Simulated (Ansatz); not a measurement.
Gas-phase reaction in SMILES: [Cl][Mn][Cl] (sextet) → [Cl][Mn] (septet) + Cl atom (the Cl-Mn bond at the site shown breaks; other sites are not compared here)
Structures are relaxed separately at B3LYP-D3(BJ)/def2-TZVP in Ansatz (a program for electronic structure). Frequencies are from Ansatz. [Cl][Mn][Cl] (sextet): The spin state was set by rule; other spins were not relaxed. [Cl][Mn] (septet): The spin state was set by rule; other spins were not relaxed. A spin state is the lowest found, not a proven ground state.

Property: bond dissociation energy (0 K, with B3LYP-D3(BJ) harmonic zero-point energies), in kJ/mol. Valence correlation only, unless marked. Open shells are spin-unrestricted. Spin-orbit coupling is left out. The frozen core is the preceding noble-gas configuration, with the filled d and f shells of earlier blocks. No relativistic terms. Basis-set limits of correlation are two-point, X^-3; Hartree-Fock from the larger set. The bracket is a focal-point correction in the basis named.

| level | program | bond dissociation energy (kJ/mol) |
|---|---|---|
| BLYP-D3(BJ)/def2-TZVPD | Ansatz + dftd3 | 450.2 |
| BLYP/def2-TZVPD | Ansatz | 442.2 |
| r2SCAN/def2-TZVPD | Ansatz | 439.7 |
| r2SCAN-D3(BJ)/def2-TZVPD | Ansatz + dftd3 | 440.8 |
| r2SCAN-D4/def2-TZVPD | Ansatz + dftd4 | 440.4 |
| B97M-V/def2-TZVPD | Ansatz | ___ |
| r2SCANh-D4/def2-TZVPD | Ansatz + dftd4 | 433.4 |
| HSE06-D4/def2-TZVPD | Ansatz + dftd4 | ___ |
| CAM-B3LYP-D3(BJ)/def2-TZVPD | Ansatz + dftd3 | ___ |
| LC-wPBE/def2-TZVPD | Ansatz | 439.7 |
| SCS-MP2/def2-TZVPPD | Ansatz | 428.7 |
| CCSD/def2-SVPD | Ansatz | ___ |
| RI-MP2/CBS(def2-TZVPPD,def2-QZVPPD)+[CCSD(T)-MP2]/def2-TZVPPD | Ansatz | 441.7 |

Question: What belongs in the gaps?

Answer: 
- B97M-V/def2-TZVPD, bond dissociation energy (kJ/mol): 445.3
- HSE06-D4/def2-TZVPD, bond dissociation energy (kJ/mol): 436.5
- CAM-B3LYP-D3(BJ)/def2-TZVPD, bond dissociation energy (kJ/mol): 443.7
- CCSD/def2-SVPD, bond dissociation energy (kJ/mol): 393.9
